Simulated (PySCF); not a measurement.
**A survey of $^{15}$N NMR shifts**

One averaged value for each set of equivalent atoms, no relativistic terms, in vacuum, one conformer. σ from GIAO-PBE0/pcSseg-1; GFN2-xTB geometry; PySCF 2.14.

Shieldings were converted by a linear fit to measured shifts: $^{15}$N (scatter 6.3 ppm rms vs CH3NO2, solution or neat liquid). Occasional misses reach two or three times the rms, and more in compound classes unlike the fitted ones.

Q: Give the $^{15}$N shifts of `C[SiH2]N(C)C`, `Cc1cocn1`, `Cc1ccno1`, `C=N[C@@H]1C[C@@]12C[C@H]2S[SiH3]`.

A: 
| compound | environment | δ (ppm) |
| --- | --- | --- |
| C[SiH2]N(C)C | nitrogen bonded to 2 C, Si | -380.1 |
| Cc1cocn1 | pyridine-type nitrogen of an azole | -112.7 |
| Cc1ccno1 | pyridine-type nitrogen of an azole | -5.7 |
| C=N[C@@H]1C[C@@]12C[C@H]2S[SiH3] | imine nitrogen | -21.4 |

Q: Match the shifts -15.6, -119.7, -380.1 ppm to `C[SiH2]N(C)C`, `Cc1ccon1`, `CS[Si@@]1(C)CC[C@@H]1C#N`.

A: -15.6: Cc1ccon1 (pyridine-type nitrogen of an azole); -119.7: CS[Si@@]1(C)CC[C@@H]1C#N (nitrile nitrogen); -380.1: C[SiH2]N(C)C (nitrogen bonded to 2 C, Si).
